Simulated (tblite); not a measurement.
Compound: C6H4NO2 (charge -1).
SMILES with atom numbers: `[N:1]#[C:2]/[C:3]([CH:4]=[O:5])=[CH:6]/[CH:7]=[CH:8]\[O-:9]` (hydrogens: H10 on C4; H11 on C6; H12 on C7; H13 on C8)

The geometry is computed with GFN2-xTB (gas phase).

(1) List the bond lengths, angles and torsions at this level.

## Answers

(1) 
```csv
bond,length (bohr),order
N1≡C2,2.180,triple
C2–C3,2.647,single
C3–C4,2.690,single
C4=O5,2.319,double
C3=C6,2.655,double
C6–C7,2.595,single
C7=C8,2.675,double
C8–O9,2.321,single
C4–H10,2.103,single
C6–H11,2.053,single
C7–H12,2.043,single
C8–H13,2.115,single
```

Orders are formal, as drawn. A selection of angles:
```csv
angle,degrees
N1–C2–C3,178.7
C2–C3–C4,118.7
C2–C3–C6,117.0
C4–C3–C6,124.3
C3–C4–O5,127.9
C3–C6–C7,129.0
C6–C7–C8,122.0
C7–C8–O9,128.2
```

Torsions: C2–C3–C4–O5 0° (synperiplanar); C2–C3–C6–C7 180° (antiperiplanar); C3–C6–C7–C8 180° (antiperiplanar); C6–C7–C8–O9 0° (synperiplanar).

C8 (vinylic carbon bearing oxygen) is planar (angles 128.2°, 118.4° and 113.4°, sum 360.0°, 0.00 Å off the plane of its three neighbours). C3 (fully substituted alkene carbon) is planar (angles 124.3°, 118.7° and 117.0°, sum 360.0°, 0.00 Å off the plane of its three neighbours). The 5 C–C bonds span 1.373 Å (C6–C7, drawn single in a drawing that doesn't fit all lengths) to 1.423 Å (C3–C4, drawn single in a drawing that doesn't fit all lengths), a spread of 0.050 Å. The 9 heavy atoms lie in one plane (0.001 Å rms). C6 (alkene CH carbon) is planar (angles 129.0°, 115.9° and 115.1°, sum 360.0°, 0.00 Å off the plane of its three neighbours). C7 (carbon bonded to 2 C and H) is planar (angles 122.0°, 121.2° and 116.8°, sum 360.0°, 0.00 Å off the plane of its three neighbours). C4 (aldehyde carbon) is planar (angles 127.9°, 118.6° and 113.5°, sum 360.0°, 0.00 Å off the plane of its three neighbours).

Point group: Cs (tolerance 0.08 Å). Its GFN2-xTB frequencies are all real (lowest 73 cm⁻¹).

Hardware: one thread of an Arm Neoverse V2, shared host with 64 logical CPUs at a one-minute load of 42. Cost: 0.15 s wall. This is the geometry optimisation.

One conformer stands for the species.
